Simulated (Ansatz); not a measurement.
CH$_{6}$O$_{2}$SSi (`CS[SiH](O)O`) from Hartree–Fock to CCSD(T)

```csv
atom,x (Å),y (Å),z (Å)
C1,1.415,0.640,1.181
S2,-0.110,-0.341,1.307
Si3,-0.804,-0.116,-0.688
O4,-2.324,-0.727,-0.728
O5,0.096,-0.894,-1.806
H6,1.823,0.722,2.188
H7,2.143,0.146,0.540
H8,1.206,1.640,0.802
H9,-0.715,1.307,-1.085
H10,-2.901,-0.531,0.012
H11,0.170,-1.847,-1.722
```

Total charge 0; spin multiplicity 1. All single points use the PBE0-D4/def2-TZVP geometry. It is one conformer, not always the lowest. Frozen core, restricted reference, Ansatz 0.2.0. CBS rows extrapolate triple and quadruple zeta; past MP2 they add the triple-zeta difference.

| basis | HF (Eh) | MP2 corr. |
| --- | --- | --- |
| def2-TZVPP | -877.80015 | -0.95427 |
| def2-QZVPP | -877.83032 | -1.03143 |

(1) Estimate the CCSD correlation energy and the (T) correction in each basis where they were run (hartree).

## Answers

(1) 
| basis | CCSD corr. | (T) |
| --- | --- | --- |
| def2-TZVPP | -0.99432 | -0.03858 |
| CBS(def2) | -1.12865 | as TZ |
